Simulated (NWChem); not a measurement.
Molecule: CH3FO2Si; SMILES O=C([SiH2]F)O

```xyz
8

O     -0.7372     1.7364    -0.5774
C      0.0419     0.9153    -0.1629
O      1.1985     1.2248     0.4231
Si    -0.3886    -0.9410    -0.3476
F      0.7696    -1.8984     0.2631
H      1.2619     2.1970     0.4373
H     -1.6519    -1.1736     0.3966
H     -0.5285    -1.2154    -1.7998
```
Atoms are numbered in this order, from 1.

Level: PBE0/def2-SVP (NWChem), optimised geometry, unscaled harmonic frequencies. 

| frequency (cm⁻¹) | IR intensity (km/mol) |
|---|---|
| 55 | 4.0 |
| 129 | 7.2 |
| 303 | 3.8 |
| 376 | 0.5 |
| 442 | 68.2 |
| 657 | 190.8 |
| 717 | 31.4 |
| 727 | 0.0 |
| 764 | 22.3 |
| 867 | 24.8 |
| 922 | 193.8 |
| 960 | 164.9 |
| 1196 | 192.8 |
| 1367 | 57.6 |
| 1849 | 249.0 |
| 2284 | 53.0 |
| 2296 | 106.1 |
| 3734 | 60.8 |

- zero-point energy: 28.1 kcal/mol
- thermal correction to the enthalpy at 298.15 K (with zero-point energy): 32.4 kcal/mol
- heat capacity Cv: 19.4 cal/(mol K)
- entropy at 298.15 K and 1 atm (symmetry number 1): 78.4 cal/(mol K)
- dipole moment: 0.55 D

Rigid rotor and harmonic oscillator; modes under 100 cm⁻¹ make the entropy uncertain.
